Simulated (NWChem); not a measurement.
System: C$_{3}$HCl$_{2}$F; SMILES FC=C=C(Cl)Cl

Input file for NWChem:

```
start job
memory heap 200 mb stack 900 mb global 1100 mb
geometry units angstroms noautoz
  F      0.450661     3.083612     0.000000
  C     -0.497096     2.154981     0.000000
  C     -0.251455     0.869399     0.000000
  C     -0.072562    -0.424920     0.000000
  Cl     0.057555    -1.351865    -1.451690
  Cl     0.057555    -1.351865     1.451690
  H     -1.507595     2.580181     0.000000
end
basis spherical
  * library 6-31g*
end
dft
  xc b3lyp
  iterations 150
  mulliken
end
task dft gradient
```

NWChem printed, in part:

```
             Northwest Computational Chemistry Package (NWChem) 7.3.0
             --------------------------------------------------------

 CS  symmetry detected

                             Geometry "geometry" -> ""
                             -------------------------

 Output coordinates in angstroms (scale by  1.889725989 to convert to a.u.)

  No.       Tag          Charge          X              Y              Z
 ---- ---------------- ---------- -------------- -------------- --------------
    1 F                    9.0000     0.44126528    -3.08651823     0.00000000
    2 C                    6.0000    -0.50160479    -2.15292576     0.00000000
    3 C                    6.0000    -0.24921986    -0.86865070     0.00000000
    4 C                    6.0000    -0.06353615     0.42471156     0.00000000
    5 Cl                  17.0000     0.07144408     1.35096088    -1.45169000
    6 Cl                  17.0000     0.07144408     1.35096088     1.45169000
    7 H                    1.0000    -1.51432152    -2.57281635     0.00000000

 Effective nuclear repulsion energy (a.u.)     308.3349057612

      Symmetry information
      --------------------

 Group name             Cs
 Group number              2
 Group order               2
 No. of unique centers     6

                                 NWChem DFT Module
                                 -----------------

 Summary of "ao basis" -> "ao basis" (spherical)
 ------------------------------------------------------------------------------
       Tag                 Description            Shells   Functions and Types
 ---------------- ------------------------------  ------  ---------------------
 F                           6-31g*                  6       14   3s2p1d
 C                           6-31g*                  6       14   3s2p1d
 Cl                          6-31g*                  8       18   4s3p1d
 H                           6-31g*                  2        2   2s

      Symmetry analysis of basis
      --------------------------

        a'         60
        a"         34

            General Information
            -------------------
          SCF calculation type: DFT
          Wavefunction type:  closed shell.
          No. of atoms     :     7
          No. of electrons :    62
           Alpha electrons :    31
            Beta electrons :    31
          Charge           :     0
          Spin multiplicity:     1
          Use of symmetry is: on ; symmetry adaption is: on
          Maximum number of iterations: 150
          AO basis - number of functions:    94
                     number of shells:    42
          Convergence on energy requested:  1.00D-06
          Convergence on density requested:  1.00D-05
          Convergence on gradient requested:  5.00D-04

              XC Information
              --------------
                         B3LYP Method XC Potential
                     Hartree-Fock (Exact) Exchange  0.200
                        Slater Exchange Functional  0.800 local
                    Becke 1988 Exchange Functional  0.720 non-local
              Lee-Yang-Parr Correlation Functional  0.810
                  VWN I RPA Correlation Functional  0.190 local

             Grid Information
             ----------------
          Grid used for XC integration:  medium
          Radial quadrature: Mura-Knowles
          Angular quadrature: Lebedev.
          Tag              B.-S. Rad. Rad. Pts. Rad. Cut. Ang. Pts.
          ---              ---------- --------- --------- ---------
          F                   0.50       49          12.0       434
          C                   0.70       49          10.0       434
          Cl                  1.00       88          11.0       590
          H                   0.35       45          11.0       434
          Grid pruning is: on
          Number of quadrature shells:   329
          Spatial weights used:  Erf1

      Superposition of Atomic Density Guess
      -------------------------------------

 Sum of atomic energies:       -1131.75249244

      Non-variational initial energy
      ------------------------------

 Total energy =   -1134.052495
 1-e energy   =   -2175.741410
 2-e energy   =     733.354010
 HOMO         =      -0.260698
 LUMO         =       0.029197

      Symmetry analysis of molecular orbitals - initial
      -------------------------------------------------

  Numbering of irreducible representations:

     1 a'          2 a"

  Orbital symmetries:

     1 a"          2 a'          3 a'          4 a'          5 a'
     6 a'          7 a'          8 a"          9 a'         10 a"
    11 a'         12 a"         13 a'         14 a"         15 a'
    16 a'         17 a'         18 a"         19 a'         20 a'
    21 a'         22 a"         23 a'         24 a"         25 a'
    26 a'         27 a'         28 a"         29 a"         30 a"
    31 a'         32 a"         33 a'         34 a'         35 a'
    36 a"         37 a'         38 a'         39 a'         40 a'
    41 a"

     ---------------------------------------------
      Total Density - Mulliken Population Analysis
     ---------------------------------------------

[...]

                         DFT ENERGY GRADIENTS

    atom               coordinates                        gradient
                 x          y          z           x          y          z
   1 F       0.833870  -5.832674   0.000000   -0.010063   0.009950   0.000000
   2 C      -0.947896  -4.068440   0.000000    0.015060  -0.010472   0.000000
   3 C      -0.470957  -1.641512   0.000000   -0.000214  -0.002495   0.000000
   4 C      -0.120066   0.802588   0.000000    0.002168   0.016095   0.000000
   5 Cl      0.135010   2.552946  -2.743296   -0.000834  -0.005663   0.009350
   6 Cl      0.135010   2.552946   2.743296   -0.000834  -0.005663  -0.009350
   7 H      -2.861653  -4.861918   0.000000   -0.005283  -0.001751   0.000000
```

Level: B3LYP/6-31G* (spherical d). All runs use the structure optimised with PBE0/def2-SVP.
